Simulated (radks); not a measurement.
Neutral hydrogen inside a hard spherical wall (all orbitals vanish at R), configuration held at 1s1 and not refilled when levels cross. Calculated with a radial shooting solver on a logarithmic mesh with Libxc functionals: non-relativistic Kohn-Sham, r2SCAN, spin-unpolarised, spherical densities, point nucleus; meta-GGA in the generalised Kohn-Sham scheme; without spin polarisation the odd electron is poorly described. Eigenvalues in eV, with the zero of energy where the potential of the charges vanishes at infinity; a dash marks a level that is unbound or too diffuse for the functional's potential to be trusted. A positive occupied level is held by the wall or, in an anion where self-interaction has pushed it up, behind a barrier. The pressure on the wall is -dE/dV.

| R (bohr) | E (hartree) | kinetic (hartree) | e(1s) | e(2s, empty) | e(2p, empty) | pressure (GPa) |
|---|---|---|---|---|---|---|
| free | -0.45286 | 0.441 | -6.650 | - | - | 0 |
| 20 | -0.45286 | 0.441 | -6.650 | - | - | < 0.0001 |
| 12 | -0.45286 | 0.441 | -6.650 | 2.318 | 2.405 | < 0.0001 |
| 6 | -0.45120 | 0.453 | -6.491 | 7.322 | 5.088 | 0.146 |
| 4 | -0.42877 | 0.545 | -5.203 | 20.243 | 11.798 | 4.72 |
| 3 | -0.35878 | 0.740 | -2.198 | 41.334 | 22.655 | 34.3 |
| 2 | -0.03386 | 1.386 | 9.287 | 106.75 | 56.220 | 400 |
